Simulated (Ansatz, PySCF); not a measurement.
Reaction (SMILES): CO[Si](C)(OC)OC [trimethoxy(methyl)silane] + 7 [H][H] (H2) → 4 C (CH4) + 3 O (H2O) + [SiH4] (SiH4)
Geometries: B3LYP-D3(BJ)/def2-TZVP minima from Ansatz (a quantum-chemistry and plane-wave program), one conformer each, not searched for the lowest. Frequencies are from Ansatz or PySCF.

Quantity: energy of full hydrogenation (enthalpy at 298 K, with B3LYP-D3(BJ) rigid-rotor harmonic-oscillator terms), in eV. Cores are frozen in the correlated levels unless marked. No spin-orbit coupling. Non-relativistic. CBS marks a two-point X^-3 extrapolation of the correlation energy; Hartree-Fock from the larger set. The bracket is a focal-point correction in the basis named.

```tsv
level	program	energy of full hydrogenation (eV)
HF/6-31G*	Ansatz	-0.86
```

Task: Predict the RI-MP2/CBS(cc-pV(T+d)Z,cc-pV(Q+d)Z)+[CCSD(T)-MP2]/cc-pV(T+d)Z result (Ansatz).

Result: -0.55 eV
